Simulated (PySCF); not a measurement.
Species: TMS-CClF2, C4H9ClF2Si.
Geometry (PBE0-D3(BJ)/def2-SVP, Å), atoms numbered from 1 in this order:
```xyz
17
C4H9ClF2Si angstrom
C     -0.1085   -0.6504   -1.7900
Si     0.0080   -0.1195   -0.0009
C     -1.3451   -0.8687    1.0551
C      1.7059   -0.3983    0.7326
C     -0.3091    1.7902    0.0343
F     -0.2737    2.2772    1.2883
F     -1.5158    2.1074   -0.4713
Cl     0.9332    2.6691   -0.9276
H     -1.0922   -0.3921   -2.2111
H      0.0256   -1.7400   -1.8802
H      0.6656   -0.1566   -2.3962
H     -2.3413   -0.6008    0.6714
H     -1.2704   -0.5121    2.0939
H     -1.2667   -1.9674    1.0663
H      1.9531   -1.4717    0.7403
H      2.4756    0.1282    0.1486
H      1.7497   -0.0309    1.7694
```

The calculation used PySCF 2.14.0, density-fitted response routines, TDDFT CAM-B3LYP/def2-SVPD, vertical, gas phase, core orbitals frozen in the response.

Ground-to-excited transition dipoles (e·a0, same axes as the geometry; the sign carries no meaning), for the states with f of 0.002 or more among the lowest 8:

```tsv
state	E (eV)	μx	μy	μz
S1	7.365	0.299	0.469	-0.258
S3	8.347	0.453	0.212	-0.336
S4	8.397	-0.142	-0.358	0.138
S5	8.552	0.584	0.224	-0.285
S6	8.559	0.295	0.016	0.633
S7	8.794	-0.109	-0.014	-0.155
S8	8.980	-0.056	-0.401	0.197
```

Task: Work out the oscillator strengths.

Result: f = (2/3) ΔE |μ|² with ΔE in hartree (27.2114 eV).

| state | \|μ\|² (au) | \|μ\| (D) | f |
| --- | --- | --- | --- |
| S1 | 0.376 | 1.56 | 0.068 |
| S3 | 0.363 | 1.53 | 0.074 |
| S4 | 0.167 | 1.04 | 0.034 |
| S5 | 0.472 | 1.75 | 0.099 |
| S6 | 0.487 | 1.77 | 0.102 |
| S7 | 0.036 | 0.48 | 0.008 |
| S8 | 0.203 | 1.14 | 0.045 |

Task: What angle do the transition dipoles of S1 and S8 make?

Result: |cos θ| = |μa·μb| / (|μa| |μb|) = 0.93, so θ ≈ 22° (taken between 0 and 90°, since the signs are arbitrary).

Task: What peak molar absorption coefficient would the strongest computed level give as a lone Gaussian band 0.5 eV wide at half height?

Result: ε(max) = 2.175×10⁸ f / FWHM, with the width in cm⁻¹. S6: 2.175×10⁸ × 0.1022 / 4033 ≈ 5500 L mol⁻¹ cm⁻¹.

All these states lie below the vertical ionisation energy of 10.71 eV (ΔSCF).

Time: 6.5 min. Hardware: an Arm Neoverse V1 with one thread, no GPU, on a shared host.

Without π bonds the low states may be Rydberg-like; a valence basis with one diffuse set may place them up to an eV too high.
